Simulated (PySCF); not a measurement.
Ti(F)3(Cl)(NH3) (ClF3H3NTi), SMILES [Cl][Ti](<-[NH3])([F])([F])[F], multiplicity 1. Geometry optimised at B3LYP-D3(BJ)/def2-SVP. The multiplicity is an assumed one; other spin states were not compared.

The numbers are results of B3LYP-D3(BJ)/def2-SVP in PySCF 2.14.0, not measurements.

Harmonic wavenumbers (cm⁻¹): 89, 100, 119, 185, 187, 214, 246, 265, 308, 426, 586, 591, 742, 770, 800, 1185, 1616, 1623, 3463, 3583, 3590. Rotational constants (GHz): 2.098, 1.810, 1.455; symmetry number 1.

Question: Work out the zero-point energy and the ideal-gas rigid-rotor harmonic-oscillator thermochemistry at 298.15 K and 1 atm.

Answer: ZPE = ½ Σ hcν = ½ × 20689 cm⁻¹ = 29.58 kcal/mol. H − E(el) = 35.82 kcal/mol. Entropy in cal/(mol K): translation 41.07, rotation 28.45, vibration 24.12, total 93.64. G − E(el) = 7.90 kcal/mol. Cp = 30.43 cal/(mol K). Modes under 150 cm⁻¹ make the vibrational entropy uncertain.
